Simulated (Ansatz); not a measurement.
Consider the redistribution: `C[SiH2][Te][SiH3]` + SiH₄ → `C[SiH2][TeH]` + `[SiH3][SiH3]`.

Calculated with Ansatz (gas phase, PBE0-D4/def2-TZVP geometries, no zero-point term in ΔE). CCSD(T)/CBS is the MP2 limit (def2-TZVPP, def2-QZVPP) plus CCSD(T) − MP2 in def2-TZVPP, frozen cores. This one scheme is used for every species. DFT in def2-TZVPP. Elements past krypton have def2 core potentials. For Te outer-core shells are correlated without core-valence functions, which leaves a few kJ/mol of doubt a bond. One conformer a species, not always the lowest.

```json
{"species": "`C[SiH2][Te][SiH3]`", "r2SCANh-D4 energy (Eh)": "-890.02050"}
{"species": "SiH₄", "r2SCANh-D4 energy (Eh)": "-291.85342"}
{"species": "`C[SiH2][TeH]`", "r2SCANh-D4 energy (Eh)": "-599.32072"}
{"species": "`[SiH3][SiH3]`", "r2SCANh-D4 energy (Eh)": "-582.53061"}
```

Problem. Work out ΔE.

Solution. ΔE = (-599.32072) + (-582.53061) − (-890.02050) − (-291.85342) = 0.02259 Eh = +59.3 kJ/mol. CCSD(T)/CBS gives +64.6 kJ/mol.

Problem. What do rigid-rotor, harmonic-oscillator terms from PBE0-D4/def2-TZVP frequencies (298.15 K, 1 bar) make of the CCSD(T)/CBS value? (Estimate.)

Solution. The calculation gave: ΔZPE = -3.0 kJ/mol, ΔH = +60.4 kJ/mol, ΔS = 2 J/(mol·K), ΔG = +59.9 kJ/mol. Modes under 50 cm⁻¹ make the entropy rough.

Largest T1 diagnostic among the species: 0.013.

From BLYP to BHLYP (50 % exact exchange), in def2-TZVPP and without D4, ΔE moves by +8.8 kJ/mol. At CCSD(T), def2-SVP lies −6.4 kJ/mol from the extrapolated value and def2-TZVPP −4.9 kJ/mol. The D4 term adds +7.4 kJ/mol with B3LYP and +4.2 kJ/mol with PBE0; it sums over pairs of atoms, weighted by their polarisabilities, and B3LYP, whose exchange is more repulsive, gets the larger term.

B3LYP here is the variant with VWN-RPA as its local correlation; programs differ in this.
